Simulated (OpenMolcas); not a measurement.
# Cr3+ in a point-charge field

Cr3+ among 6 point charges of -2 e arranged as a tetragonal octahedron (D4h), 1.82 Å from the ion, with the axial distance 1.838 Å.

- Program: OpenMolcas
- Method: SS-CASPT2, IPEA 0.25 Eh, imaginary shift 0.1 Eh (closed shells correlated: 3s 3p)
- Basis: ANO-RCC-VDZP [5s4p2d1f]
- Scalar Hamiltonian: DKH2, point nucleus
- Active space: 3 electrons in 5 orbitals (3d)
- State averaging: 2S+1 = 4 even, 10 roots; 2S+1 = 2 even, 40 roots
- Spin-orbit coupling: state interaction with AMFI integrals over the reference wave functions

The lowest spin-free states (labels of D4, the rotations of D4h), above the lowest:

```json
{"State": "4B1", "Degeneracy": "1", "E (cm-1)": "0", "Free-ion L (%)": "F (100)"}
{"State": "4E", "Degeneracy": "2", "E (cm-1)": "7420", "Free-ion L (%)": "F (100)"}
{"State": "4B2", "Degeneracy": "1", "E (cm-1)": "8360", "Free-ion L (%)": "F (100)"}
{"State": "4A2", "Degeneracy": "1", "E (cm-1)": "12990", "Free-ion L (%)": "F (94)"}
{"State": "4E", "Degeneracy": "2", "E (cm-1)": "13160", "Free-ion L (%)": "F (96)"}
{"State": "2A1", "Degeneracy": "1", "E (cm-1)": "16960", "Free-ion L (%)": "G (72)"}
{"State": "2B1", "Degeneracy": "1", "E (cm-1)": "17090", "Free-ion L (%)": "G (72)"}
{"State": "2E", "Degeneracy": "2", "E (cm-1)": "18100", "Free-ion L (%)": "G (60)"}
{"State": "2A2", "Degeneracy": "1", "E (cm-1)": "18110", "Free-ion L (%)": "G (59)"}
{"State": "2A1", "Degeneracy": "1", "E (cm-1)": "21860", "Free-ion L (%)": "G (100)"}
{"State": "2B2", "Degeneracy": "1", "E (cm-1)": "22100", "Free-ion L (%)": "G (53)"}
{"State": "2E", "Degeneracy": "2", "E (cm-1)": "22210", "Free-ion L (%)": "G (57)"}
{"State": "4A2", "Degeneracy": "1", "E (cm-1)": "24220", "Free-ion L (%)": "P (94)"}
{"State": "4E", "Degeneracy": "2", "E (cm-1)": "24360", "Free-ion L (%)": "P (96)"}
{"State": "2E", "Degeneracy": "2", "E (cm-1)": "26350", "Free-ion L (%)": "H (62)"}
{"State": "2B2", "Degeneracy": "1", "E (cm-1)": "26390", "Free-ion L (%)": "H (60)"}
{"State": "2A2", "Degeneracy": "1", "E (cm-1)": "27110", "Free-ion L (%)": "H (52)"}
{"State": "2E", "Degeneracy": "2", "E (cm-1)": "27140", "Free-ion L (%)": "H (49)"}
{"State": "2B1", "Degeneracy": "1", "E (cm-1)": "27920", "Free-ion L (%)": "H (53)"}
{"State": "2A1", "Degeneracy": "1", "E (cm-1)": "28140", "Free-ion L (%)": "H (52)"}
```

The lowest levels with spin-orbit coupling:

```
E (cm-1)  Degeneracy  Label  2S+1               g
       0           2   E3/2     4  1.90 3.79 3.79
       1           2   E1/2     4  0.00 0.00 5.72
    7350           2   E3/2     4  1.05 1.05 4.30
    7410           2   E3/2     4  0.58 1.33 1.33
    7450           2   E1/2     4  1.85 2.00 2.00
    7500           2   E1/2     4  2.25 2.25 5.62
    8350           2   E3/2     4  2.09 3.76 3.76
    8380           2   E1/2     4  0.00 0.00 6.29
   12870           2   E1/2     4  1.16 2.50 2.50
   12880           2   E3/2     4  0.07 0.07 3.65
   13010           2   E3/2     4  0.34 0.34 3.74
   13240           2   E3/2     4  0.57 0.57 1.82
   13300           2   E1/2     4  0.22 2.11 2.11
   13460           2   E1/2     4  3.84 3.84 5.28
   16970           2   E1/2     2  0.86 1.62 1.62
   17100           2   E3/2     2  0.99 0.99 1.91
   18070           2   E3/2     2  0.82 0.82 3.69
   18100           2   E1/2     2  2.21 2.21 2.21
   18220           2   E1/2     2  0.01 0.10 0.10
   21920           2   E1/2     2  2.46 2.46 2.47
```

Powder χT (cm3 K/mol): 1.65 at 2 K, 1.69 at 10 K, 1.7 at 50 K, 1.72 at 100 K, 1.74 at 200 K, 1.77 at 300 K. The effective moment at 300 K is 2.828 √(χT) = 3.76 μB.

The lowest level has 2S+1 = 4, for which the spin-only value is χT = S(S+1) / 2 = 1.875 cm3 K/mol (g = 2). The computed 1.769 at 300 K differs by -0.106, through orbital momentum, spin-orbit coupling and any other state in reach.

Free-ion shares, where given, are those of the reference states; single-state CASPT2 does not remix them. Point charges carry no covalency, so the field is a model and not that of real ligands. No measured value stands beside these numbers.
